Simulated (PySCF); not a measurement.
One of the candidates below gave these computed data.

All candidates are C7H13N3.

| technique | computed result |
| --- | --- |
| 13C NMR | chemical shifts (computed TMS as zero) by class: 148.0 (1 C), 137.0 (1 C), 59.5 (1 C), 31.2 (3 C), 13.2 (1 C) ppm [GIAO PBE0/pcSseg-1] |
| Dipole | 0.34 D [PBE0/pcSseg-1] |
| NMR, other nuclei | isotropic shieldings of nuclei other than C and H, by class: -93 (1 N), -85 (1 N), -24 (1 N) ppm [GIAO PBE0/pcSseg-1] |
| Rotational structure | rotational constants A, B, C: 2.749, 0.935, 0.828 GHz [GFN2-xTB] |
| 1H NMR | chemical shifts (computed TMS as zero) by class: 7.42 (1 H), 2.51 (3 H), 1.67 (9 H) ppm [GIAO PBE0/pcSseg-1] |

The electronic properties come from PySCF, for the isolated species, density fitting. Levels stand in brackets. Geometry: GFN2-xTB; no solvent, vibrations or thermal averaging. GFN2-xTB frequencies show an imaginary mode (22i cm⁻¹), so this geometry is no minimum at that level. NMR values are class means; diastereotopic atoms form classes of their own.

Problem. Which candidate is it?
A. `CCCCn1ncc(C)n1`
B. `Cc1cnn(C(C)(C)C)n1`
C. `CCn1ncc(C(C)C)n1`

Solution. B. It is `Cc1cnn(C(C)(C)C)n1`. Numbering: `[CH3:1][c:2]1[cH:3][n:4][n:5]([C:6]([CH3:7])([CH3:8])[CH3:9])[n:10]1`. Its formula, C7H13N3, gives 3 degrees of unsaturation: 1 ring and 2 π bonds in the structure found (Kekulé form). 7 carbons fall into 5 classes; from least to most shielded: substituted aromatic carbon [C2] (148.0 ppm), aromatic CH next to a ring nitrogen [C3] (137.0 ppm), chain sp3 carbon bound to nitrogen [C6] (59.5 ppm), methyl carbon [C7/C8/C9] (31.2 ppm, 3 C, up to 3.0 ppm apart in this geometry), benzylic-type carbon [C1] (13.2 ppm). Hydrogen classes from least to most shielded: 1 H on an aromatic CH next to a ring nitrogen, C3 (7.42 ppm), 3 H on a benzylic-type carbon, C1 (2.51 ppm), 9 H on 3 methyl carbons, C7/C8/C9 (1.67 ppm, a mean of values up to 1.7 ppm apart in this geometry). The other shieldings belong to: -93 ppm, pyridine-type nitrogen [N4]; -85 ppm, pyridine-type nitrogen [N10]; -24 ppm, pyrrole-type nitrogen [N5]. The optimised geometry has point group C1 and is an asymmetric top.

The others, at the same levels:
- `CCCCn1ncc(C)n1` fails: it has 7 carbon classes against 5; its computed 13C shifts are 147.1 (1 C), 139.2 (1 C), 56.9 (1 C), 38.3 (1 C), 24.7 (1 C), 16.5 (1 C), 13.2 (1 C) ppm, 1H shifts are 7.46 (1 H), 4.43 (2 H), 2.45 (3 H), 1.72 (2 H), 1.04 (2 H), 0.92 (3 H) ppm and rotational constant A is 2.498 GHz (against 2.749 GHz).
- `CCn1ncc(C(C)C)n1` fails: it has 6 carbon classes against 5; its computed 13C shifts are 160.6 (1 C), 134.7 (1 C), 51.3 (1 C), 30.4 (1 C), 26.7 (2 C), 19.3 (1 C) ppm, 1H shifts are 7.52 (1 H), 4.42 (2 H), 3.13 (1 H), 1.42 (3 H), 1.29 (6 H) ppm and rotational constant A is 3.243 GHz (against 2.749 GHz).

Each candidate is one conformer, not necessarily the lowest. Dipoles, sizes and rotational constants follow the conformer. The torsions of the flexible species, by atom-mapped SMILES:
- `[CH3:1][c:2]1[cH:3][n:4][n:5]([C:6]([CH3:7])([CH3:8])[CH3:9])[n:10]1`: N4–N5–C6–C7 149°
- `[CH3:1][CH2:2][CH2:3][CH2:4][n:5]1[n:6][cH:7][c:8]([CH3:9])[n:10]1`: C1–C2–C3–C4 180°, C2–C3–C4–N5 -65°, C3–C4–N5–N6 -73°
- `[CH3:1][CH2:2][n:3]1[n:4][cH:5][c:6]([CH:7]([CH3:8])[CH3:9])[n:10]1`: C1–C2–N3–N4 89°, C5–C6–C7–C8 62°
